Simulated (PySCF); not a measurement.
Isomers of C5H12FPSi, one conformer each; single-point electronic energies without zero-point terms and without any empirical dispersion term.

All values: PBE0/pcSseg-1 (PySCF, non-relativistic), each on one gas-phase PBE0-D3(BJ)/def2-SVP geometry that isn't relaxed in the solvent. The solvent is an IEF-PCM continuum (van der Waals radii × 1.2). The model holds no explicit solvent molecules, cavitation or dispersion.

```json
{"isomer": "`FC1CCP([SiH3])CC1`", "relative energy, gas (kcal/mol)": "0.0", "dipole (D)": "0.75"}
{"isomer": "`CC(C)/C(F)=P\\C[SiH3]`", "relative energy, gas (kcal/mol)": "27.5", "dipole (D)": "2.53"}
```

How do the relative energies look in benzene (ε = 2.271)?

| isomer | relative energy, solvent (kcal/mol) | E(solvent) − E(gas) (kcal/mol) | dipole in solvent (D) |
| --- | --- | --- | --- |
| `FC1CCP([SiH3])CC1` | 0.0 | -2.0 | 0.82 |
| `CC(C)/C(F)=P\C[SiH3]` | 28.1 | -1.4 | 2.93 |

The order is unchanged. Conformers: `[F:1][CH:2]1[CH2:3][CH2:4][P:5]([SiH3:6])[CH2:7][CH2:8]1` with F1–C2–C3–C4 -176°, C2–C3–C4–P5 -55°, C3–C4–P5–Si6 -63°, C4–P5–C7–C8 -41°; `[CH3:1][CH:2]([CH3:3])/[C:4]([F:5])=[P:6]\[CH2:7][SiH3:8]` with C1–C2–C4–F5 64°, C4–P6–C7–Si8 -84°. `FC1CCP([SiH3])CC1` gains most from the continuum, while `CC(C)/C(F)=P\C[SiH3]` has the largest gas-phase dipole. The gains span 0.6 kcal/mol, the gas-phase energies 27.5 kcal/mol.
